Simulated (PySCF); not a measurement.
**MgIn: from constants to spectrum**

PW91 constants of MgIn, ²Π (doublet), unpaired electrons π ↑ (Mg def2-SVP, In def2-SVP with ECP28; scalar-relativistic core potentials (PySCF 2.14); masses 23.9850 and 114.9039 u):

| Item | Value |
| --- | --- |
| ωe | 159.5 cm⁻¹ |
| ωexe | 1.29 cm⁻¹ |
| Be | 0.094635 cm⁻¹ |
| αe | 0.000884 cm⁻¹ |
| D (centrifugal) | 1.33e-07 cm⁻¹ |
| De to Mg + In | 0.53 eV |

(1) Give the vibrational terms G(v) and spacings up to v = 6.

(2) How well does the Morse estimate ωe²/(4ωexe) reproduce De, and what is D0?

These are scalar-relativistic numbers at best; spin–orbit coupling would shift them, the dissociation energy most. The state was picked by a PBE0 search and need not be the measured ground state.

Results:

(1) G(v) = ωe(v+½) − ωexe(v+½)².

```csv
v,G(v) (cm⁻¹),G(v) − G(v−1),Bv (cm⁻¹)
0,79.4,,0.09419
1,236.3,156.9,0.09331
2,390.7,154.3,0.09242
3,542.4,151.8,0.09154
4,691.6,149.2,0.09066
5,838.2,146.6,0.08977
6,982.2,144.0,0.08889
```

(2) It gives 0.61 eV, 115 % of the computed De. D0 = De − G(0) = 0.53 − 0.01 = 0.52 eV.
